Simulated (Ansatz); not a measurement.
`CS[SiH2][AlH][NH2]` + `NC(F)S` → `CSC(N)F` + `[NH2][AlH][SiH2]S`  (substitution at a C–S bond)

Program: Ansatz. Geometries: PBE0-D4/def2-TZVP. ΔE: electronic, gas phase. CBS: MP2 limit from def2 TZ/QZ plus the TZ coupled-cluster correction, frozen cores. DFT in def2-TZVPP. Each species was taken in one conformer, which may not be the lowest.

```
             level  ΔE (kJ/mol)
           PBE0-D4        -20.9
CCSD(T)/def2-TZVPP        -23.5
      HF/CBS(def2)        -26.6
     MP2/CBS(def2)        -24.4
```

What does CCSD(T)/CBS give? (An estimate is asked.)

Ansatz gave: -23.8 kJ/mol. The listed levels differ from it by 2.9, 0.3, -2.8, -0.6 kJ/mol.

Largest T1 diagnostic among the species: 0.013.

The D4 term adds +3.9 kJ/mol with B3LYP and +2.3 kJ/mol with PBE0; it sums over pairs of atoms, weighted by their polarisabilities, and B3LYP, whose exchange is more repulsive, gets the larger term.

B3LYP here is the variant with VWN-RPA as its local correlation; programs differ in this.
